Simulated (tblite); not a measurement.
C₃H₈F₃PSi₂.
SMILES with atom numbers: `[F:1][Si:2]([F:3])([F:4])[Si@@H:5]([PH2:6])[CH:7]1[CH2:8][CH2:9]1` (hydrogens: H10 on Si5; H11, H12 on P6; H13 on C7; H14, H15 on C8; H16, H17 on C9)

Computed with GFN2-xTB (tblite), gas phase: L-BFGS steps from a force-field or distance-geometry start until the largest atomic force falls under 0.01 eV/Å.

Step 0: E = -837.4450 eV
```
atom  x, y, z in Å  |  force x, y, z in eV/Å
F1      3.5099    0.8236    0.0384   -2.355   0.807  -0.525
Si2     1.8551    1.0995   -0.2455    1.301   1.194  -0.259
F3      1.6903    1.3967   -1.8885    0.639   0.078   2.128
F4      1.3613    2.4275    0.6545    0.949  -1.387  -1.399
Si5     0.6600   -0.7427    0.2041    0.919  -1.198  -0.235
P6      0.7017   -1.3121    2.3100   -0.869   0.248   1.841
C7     -1.0456   -0.5830   -0.5064   -0.394  -0.933   0.217
C8     -1.3429    0.5999   -1.3835   -1.074  -0.593  -0.779
C9     -1.9938    0.4613   -0.0293   -1.039   0.864  -0.356
H10     1.3027   -1.8377   -0.5599   -0.019   0.033  -0.250
H11     2.0388   -1.2242    2.8599   -0.857  -0.821  -0.819
H12     0.1492   -2.6634    2.4199    1.255   0.950  -0.282
H13    -1.5229   -1.5657   -0.7463    0.383   0.971  -0.044
H14    -1.9827    0.3062   -2.2635    0.835   0.854   0.838
H15    -0.6019    1.3952   -1.5337   -0.594  -0.626  -0.075
H16    -3.0870    0.2123   -0.0592    1.189   0.322   0.347
H17    -1.6990    1.2186    0.7189   -0.271  -0.763  -0.346
```

Step 1: E = -837.9233 eV
```
atom  x, y, z in Å  |  force x, y, z in eV/Å
F1      3.4762    0.8352    0.0309   -1.570   0.744  -0.413
Si2     1.8737    1.1166   -0.2492    0.426   0.143   0.013
F3      1.6994    1.3977   -1.8582    0.603   0.230   1.510
F4      1.3748    2.4076    0.6345    0.804  -0.856  -1.074
Si5     0.6731   -0.7598    0.2007    0.656  -0.438   0.006
P6      0.6893   -1.3085    2.3364   -0.882   0.497   1.304
C7     -1.0512   -0.5964   -0.5033   -0.198   0.279   0.307
C8     -1.3583    0.5914   -1.3946   -0.269  -0.368   0.330
C9     -2.0086    0.4736   -0.0344    0.005   0.228  -0.706
H10     1.3024   -1.8372   -0.5633    0.110  -0.218  -0.339
H11     2.0266   -1.2358    2.8483   -0.695  -0.813  -0.708
H12     0.1671   -2.6498    2.4159    1.148   0.702  -0.220
H13    -1.5174   -1.5518   -0.7468    0.028   0.319  -0.148
H14    -1.9707    0.3183   -2.2515    0.223   0.514   0.076
H15    -0.6104    1.3862   -1.5349   -0.611  -0.670  -0.075
H16    -3.0701    0.2169   -0.0542    0.401   0.170   0.311
H17    -1.7028    1.2078    0.7138   -0.179  -0.463  -0.174
```

Step 2: E = -838.3232 eV
```
atom  x, y, z in Å  |  force x, y, z in eV/Å
F1      3.4030    0.8672    0.0124    1.492   0.241   0.127
Si2     1.8992    1.1317   -0.2510   -1.924  -1.686   0.430
F3      1.7253    1.4061   -1.7889    0.338   0.580  -0.514
F4      1.4101    2.3668    0.5862    0.162   0.770   0.054
Si5     0.7031   -0.7849    0.1989   -0.090   0.442   0.457
P6      0.6520   -1.2896    2.3962   -0.734   0.928   0.346
C7     -1.0613   -0.5950   -0.4910    0.611   0.336   0.379
C8     -1.3766    0.5739   -1.3902    0.648   0.202   0.258
C9     -2.0174    0.4888   -0.0613    0.409  -0.050   0.253
H10     1.3060   -1.8443   -0.5769    0.236  -0.522  -0.398
H11     1.9957   -1.2703    2.8174   -0.376  -0.703  -0.476
H12     0.2166   -2.6179    2.4061    0.819   0.119  -0.129
H13    -1.5132   -1.5327   -0.7522   -0.244  -0.214  -0.170
H14    -1.9560    0.3430   -2.2417   -0.480   0.038  -0.759
H15    -0.6361    1.3582   -1.5381   -0.230  -0.345  -0.058
H16    -3.0463    0.2254   -0.0407   -0.626  -0.089   0.196
H17    -1.7112    1.1856    0.7050   -0.010  -0.047   0.005
```

Step 3: E = -838.4722 eV
```
atom  x, y, z in Å  |  force x, y, z in eV/Å
F1      3.4140    0.8728    0.0123    0.494   0.340  -0.017
Si2     1.8794    1.1146   -0.2465   -0.727  -1.192   0.382
F3      1.7316    1.4136   -1.7884    0.305   0.485  -0.287
F4      1.4152    2.3719    0.5823    0.180   0.555  -0.040
Si5     0.7050   -0.7834    0.2038   -0.158  -0.020   0.437
P6      0.6400   -1.2772    2.4066   -0.636   0.815   0.289
C7     -1.0549   -0.5941   -0.4856    0.324   0.286   0.203
C8     -1.3721    0.5745   -1.3898    0.213  -0.122   0.167
C9     -2.0159    0.4911   -0.0591    0.259  -0.276   0.038
H10     1.3088   -1.8506   -0.5827    0.149  -0.345  -0.255
H11     1.9882   -1.2818    2.8088   -0.359  -0.621  -0.445
H12     0.2309   -2.6133    2.4036    0.736   0.135  -0.133
H13    -1.5149   -1.5321   -0.7545   -0.138  -0.076  -0.097
H14    -1.9592    0.3463   -2.2484   -0.290   0.067  -0.470
H15    -0.6409    1.3519   -1.5391    0.015  -0.086  -0.095
H16    -3.0501    0.2253   -0.0372   -0.415  -0.049   0.174
H17    -1.7122    1.1825    0.7039    0.048   0.106   0.149
```

Problem. Estimate the geometry and energy of step 4. (The exact step hangs on the optimiser's Hessian estimate; all steps are aligned on step 3, rigid shifts and turns removed.)

Solution. E = -838.6940 eV, largest force 1.267 eV/Å
```
atom  x, y, z in Å  |  force x, y, z in eV/Å
F1      3.4151    0.9043    0.0043   -0.194   0.203  -0.027
Si2     1.8429    1.0604   -0.2287    0.710   0.526  -0.089
F3      1.7602    1.4432   -1.7707    0.142   0.199   0.093
F4      1.4416    2.3818    0.5571    0.123   0.092  -0.134
Si5     0.7133   -0.7963    0.2244   -0.606  -1.021   0.443
P6      0.5882   -1.2258    2.4545   -0.140   0.234  -0.038
C7     -1.0397   -0.5894   -0.4677   -0.226  -0.137  -0.272
C8     -1.3703    0.5627   -1.3885   -0.214  -0.276  -0.182
C9     -2.0140    0.4924   -0.0623   -0.082  -0.465   0.192
H10     1.3183   -1.8724   -0.6035   -0.039  -0.007   0.104
H11     1.9536   -1.3315    2.7698   -0.316  -0.238  -0.284
H12     0.2945   -2.5898    2.3917    0.336   0.197  -0.095
H13    -1.5185   -1.5234   -0.7621    0.086   0.107   0.107
H14    -1.9650    0.3637   -2.2660   -0.053  -0.062  -0.028
H15    -0.6548    1.3317   -1.5452    0.445   0.367  -0.125
H16    -3.0573    0.2273   -0.0212   -0.099  -0.044   0.088
H17    -1.7151    1.1733    0.7041    0.125   0.326   0.246
```

The energy changes by -0.2218 eV. The first-order estimate −F·Δx gives -0.3920 eV and the mean of the old and new forces, exact on a quadratic surface, -0.2163 eV. The step makes an angle of 33° with the force vector and moves no atom by more than 0.087 Å.

What follows is the cost of the whole relaxation. The run took 1.6 s on one thread, Arm Neoverse N1 (aarch64), on a shared host.
